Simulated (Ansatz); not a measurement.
`C[Se][Si](F)(F)F` + `C[SeH]` → `C[Se][Se]C` + `F[SiH](F)F` at 298.15 K and 1 bar (ligand exchange at the Se–Si bond).

Computed with Ansatz on PBE0-D4/def2-TZVP structures; ΔE is electronic, products minus reactants. CCSD(T)/CBS is the MP2 limit (def2-TZVPP, def2-QZVPP) plus CCSD(T) − MP2 in def2-TZVPP, frozen cores. For Se outer-core shells are correlated without core-valence functions, which leaves a few kJ/mol of doubt a bond. Scalar relativity is left out up to krypton. Each species was taken in one conformer, which may not be the lowest.

```
           species  CCSD(T)/CBS energy (Eh)  H − E (kJ/mol)  S (J/(mol·K))
`C[Se][Si](F)(F)F`              -3029.26210           149.9          386.5
          `C[SeH]`              -2441.15625           129.5          267.5
      `C[Se][Se]C`              -4881.13983           219.2          358.3
      `F[SiH](F)F`               -589.26725            60.9          277.9
```

H − E and S are ideal-gas, rigid-rotor, harmonic terms from PBE0-D4/def2-TZVP, for one conformer and one mirror image of each species. 1 Eh = 2625.50 kJ/mol, R = 8.31446 J/(mol·K).

Q: By hand: ΔE, ΔH, ΔS and ΔG.

A: ΔE = (-4881.13983) + (-589.26725) − (-3029.26210) − (-2441.15625) = 0.01127 Eh = 29.6 kJ/mol. Δ(H − E) = 219.2 + 60.9 − 149.9 − 129.5 = 0.7, so ΔH = 30.3 kJ/mol. ΔS = 358.3 + 277.9 − 386.5 − 267.5 = -17.8 J/(mol·K). ΔG = 30.3 − 298.15 × (-17.8)/1000 = 35.6 kJ/mol.

Q: By hand: the equilibrium constant, and the temperature at which ΔG would vanish if ΔH and ΔS stayed fixed.

A: log₁₀ K = −ΔG/(RT ln 10) = -6.2. ΔH and −TΔS have one sign here, so there is no such temperature.

ΔH outweighs TΔS. A doubt of 5 kJ/mol in ΔE shifts log₁₀ K by 0.9 here. Other conformers and mirror images would add mixing entropy, several J/(mol·K) or more a flexible species. Modes under 60 cm⁻¹, often nearly free rotors, make the harmonic entropy too high. These are equilibria of isolated gas molecules and say nothing of rates. Largest T1 diagnostic: 0.012 (customary marks: 0.02 for closed shells, 0.045 for open ones).
